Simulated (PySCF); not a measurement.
Numbering as in the mapped SMILES `[CH3:1][CH:2]([CH3:3])[O:4][SiH:5]1[NH:6][SiH2:7][NH:8][SiH2:9][NH:10]1`. Hydrogens are named by the atom that carries them. Ha(Si7), Ha(Si9) are cis to O4 on the ring; Hb(Si7), Hb(Si9) are trans to O4 on the ring.

Calculated, not measured (PySCF 2.14.0 with density-fitted response routines): structure optimised with PBE0-D3(BJ)/def2-SVP, PBE0/pcSseg-1 with gauge-including orbitals. No relativistic terms, fast rotation and ring inversion assumed for equivalent nuclei, gas phase, one conformer.

Referencing at the same level of theory: ¹³C (σ = 184.41 ppm) and ¹H (σ = 31.27 ppm) and ²⁹Si (σ = 351.99 ppm) against TMS; H2O for ¹⁷O (σ = 334.56 ppm); ¹⁵N (σ = 265.67 ppm) against NH3.

| atoms | nucleus | count | Hirshfeld charge | δ (ppm) |
| --- | --- | --- | --- | --- |
| H(Si5) | ¹H | 1 | -0.10 | 5.19 |
| C2 | ¹³C | 1 | 0.05 | 67.5 |
| C1/C3 | ¹³C | 2 | -0.12 | 27.3 |
| O4 | ¹⁷O | 1 | -0.22 | 98.2 |
| N6/N10 | ¹⁵N | 2 | -0.34 | 47.1 |
| H(C2) | ¹H | 1 | 0.03 | 3.99 |
| Hb(Si7)/Hb(Si9) | ¹H | 2 | -0.09 | 5.20 |
| Si7/Si9 | ²⁹Si | 2 | 0.40 | ? |
| Si5 | ²⁹Si | 1 | 0.45 | -28.3 |
| H(N6)/H(N10) | ¹H | 2 | 0.12 | ? |
| N8 | ¹⁵N | 1 | -0.33 | 25.3 |
| H(C1)/H(C3) | ¹H | 6 | 0.04 | ? |
| Ha(Si7)/Ha(Si9) | ¹H | 2 | -0.09 | 5.36 |
| H(N8) | ¹H | 1 | 0.12 | ? |

Question: Fill in the missing shifts.

Answer: 
- H(C1)/H(C3): 1.19 ppm, hydrogen on a methyl carbon
- H(N6)/H(N10): 0.47 ppm, hydrogen on a nitrogen bonded to 2 Si, in a 6-membered ring; exchangeable, gas-phase position
- H(N8): 0.42 ppm, hydrogen on a nitrogen bonded to 2 Si, in a 6-membered ring; exchangeable; this is the value without hydrogen bonding to other molecules
- Si7/Si9: -34.1 ppm, silicon bonded to 2 N, 2 H, in a 6-membered ring

Exchangeable OH/NH protons stand at their gas-phase positions; hydrogen bonding in a real sample shifts them, mostly to higher δ. Shifts are as computed. Against solution values, carbons near 30 ppm lie about +2 ppm off and those near 130 ppm about +5 ppm. Of 1211 compounds with measured shifts, 218 miss one by over three times the rms of a fit or turn the order of signals round; such compounds aren't used in these exercises. Experimental scales use liquid or dissolved standards, which lie at an offset from isolated NH3 (liquid NH3: subtract about 20 ppm) and H2O (liquid H2O: subtract about 36 ppm).
